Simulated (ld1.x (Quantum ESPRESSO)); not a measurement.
**Pseudopotential generation for W: TM, LDA (PZ), scalar-relativistic.**

```
Element                 : W (Z = 74)
Generator               : ld1.x (Quantum ESPRESSO) 7.5
Type                    : norm-conserving Troullier–Martins (Kleinman–Bylander form)
Functional              : LDA (PZ)
Relativity              : scalar-relativistic
Frozen core             : [Xe] 4f14
Valence charge          : 6
Reference configuration : 5d4 6s0 6p0 (charge +2)
Partial waves           : 6s (bound, empty): rc 2.50 bohr; 6p (bound, empty): rc 3.10 bohr; 5d (bound): rc 2.15 bohr
Local potential         : all-electron potential smoothed inside 3.10 bohr (lloc = -1)
Core correction         : none
```

All-electron outer shells of the reference configuration (LDA (PZ), scalar-relativistic, ld1.x):

```
shell  level (eV)  outermost node (bohr)  outermost maximum (bohr)
   4f      -49.69                      –                      0.43
   5d      -20.20                   0.63                      1.49
   6s      -19.64                   1.27                      2.48
   6p      -13.17                   1.51                      3.07
```

Problem. Does the generator finish with these settings?

Solution. Yes, a potential is produced and its reference levels are reproduced.

Problem. Estimate the cutoffs (Ry, on a coarse ladder) from which the occupation-weighted sum of valence levels, in a spherical-Bessel basis at the reference potential, stays within 10 and 1 mRy of its value at 400 Ry.

Solution. 30 Ry and 35 Ry.

Problem. Does the potential have ghost states?

Solution. No extra level below or beside the all-electron valence levels (s, p, d, f tested).

Problem. Tests: 5d4 6s2 6p0; 5d4 6s1 6p0; 5d3 6s0 6p0; 5d4 6s1 6p1; 5d4 6s0 6p2; 5d3 6s2 6p0; 5d2 6s0 6p0. Which has the largest error in its energy relative to the reference configuration, and how large is it?

Solution. 5d4 6s2 6p0, with +85 meV (all-electron minus pseudo) on -25.16 eV.
